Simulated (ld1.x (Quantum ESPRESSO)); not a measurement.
**Which change was made? (N, PAW)**

nitrogen, PAW, made with ld1.x (Quantum ESPRESSO) 7.5 (PBE, fully relativistic). Core [He], reference 2s2 2p3. Waves: 2s (bound): rcut 0.80, rcutus 0.90 bohr; 2s channel at 3.5 Ry: rcut 0.80, rcutus 0.90 bohr; 2p (bound): rcut 1.35, rcutus 1.70 bohr; 2p channel at 0.65 Ry: rcut 1.35, rcutus 1.70 bohr. Local part: all-electron potential smoothed inside 1.40 bohr (lloc = -1). Core correction: Bessel-smoothed model core, default radius (core density twice the valence density). Augmentation charge: PSQ, radius 0.85 bohr.

Open shells are filled in proportion to 2j + 1 (rel_dist='average').

Cutoffs, loose and tight: the cutoffs (Ry, on a coarse ladder) from which the occupation-weighted sum of valence levels, in a spherical-Bessel basis at the reference potential, stays within 10 and 1 mRy of its value at 400 Ry. They do not see the model core or the augmentation charge, which bear on the density cutoff. Test errors are all-electron minus pseudo excitation energies from the reference, over the configurations 2s2 2p2; 2s2 2p1; 2s2 2p0; 2s2 2p3.3; 2s2 2p2.5; 2s1 2p0; 2s1 2p4; variants that change the core or the reference have their own tests.

The base gives: outcome: generated; bound ghosts: not determined; largest test error (meV): -57.

Task: After one change the result is: outcome: generated; bound ghosts: not determined; largest test error (meV): -20. Which change was it?
A. reference 2s2 2p1
B. local potential all-electron potential smoothed inside 0.90 bohr (lloc = -2)
C. functional LDA (PZ)

Result: A. The others give: local potential all-electron potential smoothed inside 0.90 bohr (lloc = -2) → outcome: generated; bound ghosts: not determined; largest test error (meV): -27 | functional LDA (PZ) → outcome: generated; bound ghosts: not determined; largest test error (meV): -93.
